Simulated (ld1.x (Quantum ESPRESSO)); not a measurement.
Ranking TM potentials for K (Z = 19)

All share these settings but for the change named:

| Item | Value |
| --- | --- |
| Element | K |
| Generator | ld1.x (Quantum ESPRESSO) 7.5 |
| Type | norm-conserving Troullier–Martins (Kleinman–Bylander form) |
| Functional | LDA (PZ) |
| Relativity | scalar-relativistic |
| Frozen core | [Ne] |
| Valence charge | 9 |
| Reference configuration | 3s2 3p6 3d1 4s0 4p0 |
| Partial waves | 3s (bound): rc 2.15 bohr; 3d (bound): rc 4.20 bohr; 3p (bound): rc 1.20 bohr |
| Local potential | the p channel |
| Core correction | none |

Cutoff: the first of the cutoffs (Ry, on a coarse ladder) from which the occupation-weighted sum of valence levels, in a spherical-Bessel basis at the reference potential, stays within 10 and 1 mRy of its value at 400 Ry; the density cutoff is not measured.

The base gives 50 Ry.

Of 8 variants that were run, those that failed, showed a ghost or another fault, or gave nearly equal values are left out.

A variant can come out equal or close to the base.

(1) Rank these variants from softest to hardest (loose cutoff).
A. all radii scaled by about 1.06 (s 2.28, p 1.26, d 4.44 bohr)
B. all radii scaled by about 0.75 (s 1.62, p 0.90, d 3.16 bohr)
C. all radii scaled by about 1.23 (s 2.66, p 1.48, d 5.18 bohr)
D. all radii scaled by about 1.39 (s 3.00, p 1.66, d 5.84 bohr)
E. all radii scaled by about 0.82 (s 1.76, p 0.98, d 3.44 bohr)

Answers

(1) D (25 Ry), C (30 Ry), A (45 Ry), E (110 Ry), B (140 Ry).
